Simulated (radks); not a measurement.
Excited configurations of Pb LXV: one electron is placed in a higher orbital outside [Ne] 3s2 3p5. The ground configuration is [Ar]. Method: Dirac Kohn-Sham, PBE, spin-unpolarised, spherical densities, finite nucleus; open shells fill j = l - 1/2 first; Fermi nuclear charge, rms radius 5.5012 fm; computed with a radial shooting solver on a logarithmic mesh with Libxc functionals. Excitation = E - E(ground); binding = E(ion) - E, where the ion is the core of charge +65; n* = 65/sqrt(2 binding) in atomic units. These energies are relativistic, and a one-electron ion of charge +65 with no core already has n* below n in this formula (Dirac formula, point nucleus: 5s1/2 4.898, 5d3/2 4.960, 6s1/2 5.895, 6d3/2 5.957, 6f5/2 5.976). The quantum defect is therefore taken as that value minus n*, so that it holds no relativistic shift of the bare ion.

| outer orbital | excitation (eV) | binding (eV) | n* | quantum defect | <r> (bohr) |
|---|---|---|---|---|---|
| 5s1/2 | 4717.0 | 2658.9 | 4.650 | 0.248 | 0.4989 |
| 5d3/2 | 4934.6 | 2441.3 | 4.852 | 0.107 | 0.4972 |
| 6s1/2 | 5572.9 | 1803.0 | 5.646 | 0.248 | 0.7355 |
| 6d3/2 | 5695.5 | 1680.5 | 5.849 | 0.108 | 0.7430 |
| 6f5/2 | 5737.4 | 1638.5 | 5.923 | 0.053 | 0.7164 |

The Delta-SCF ionisation energy is 7375.9 eV (NIST Atomic Spectra Database: 7362 eV, theoretical). Self-interaction in the functional shifts the binding energies and quantum defects, so they are the method's values and not measured ones. Spin polarisation and multiplet splitting are left out, so open shells lie too high by an amount that depends on their filling.

Beside tabulated values, note that spin-unpolarised runs miss the spin-polarisation part of the exchange energy of open shells.
